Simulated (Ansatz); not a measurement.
Reactions of `C[O][SnH2][SeH]`.

Computed with Ansatz on PBE0-D4/def2-TZVP structures; ΔE is electronic, products minus reactants. CCSD(T)/CBS is the MP2 limit (def2-TZVPP, def2-QZVPP) plus CCSD(T) − MP2 in def2-TZVPP, frozen cores. This one scheme is used for every species. No spin–orbit coupling; open shells (•) take unrestricted orbitals. def2 core potentials past Kr. For Br, Ge, Se, Sn outer-core shells are correlated without core-valence functions, which leaves a few kJ/mol of doubt a bond. Scalar relativity is left out up to krypton. Each species was taken in one conformer, which may not be the lowest.

| reaction | MP2/CBS(def2) (kJ/mol) |
| --- | --- |
| `C[O][SnH2][SeH]` → `[SeH][SnH3]` + `C=O` | 147 |
| `C[O][SnH2][SeH]` → `C[O]`• + `[SeH][SnH2]`• | 395 |
| `C[O][SnH2][SeH]` + H₂Se → `[SeH][SnH2][SeH]` + CH₃OH | -63 |
| `C[O][SnH2][SeH]` → `[CH2]` (triplet) + `[OH][SnH2][SeH]` | 387 |
| `C[O][SnH2][SeH]` + `[SiH3][SeH]` → `[SeH][SiH2][SeH]` + `C[O][SnH3]` | 26 |
| `C[O][SnH2][SeH]` + `CBr` → `C[O][SnH2][Br]` + `C[SeH]` | -37 |
| `C[O][SnH2][SeH]` + H₂S → `C[O][SnH2][SH]` + H₂Se | 27 |
| `C[O][SnH2][SeH]` + `C[O][GeH2][OH]` → `C[O][SnH2][OH]` + `C[O][GeH2][SeH]` | 33 |
| `C[O][SnH2][SeH]` + CH₃SH → `C[O][SnH2][S]C` + H₂Se | 26 |
| `C[O][SnH2][SeH]` + CH₄ → `[CH3][SnH2][SeH]` + CH₃OH | 42 |

Give the CCSD(T)/CBS values in the same order. (An estimate is asked.)

The calculation gave: 135, 356, -58, 378, 26, -36, 26, 32, 26, 42 kJ/mol.

Largest T1 diagnostic: 0.019, for `C[O]`•.
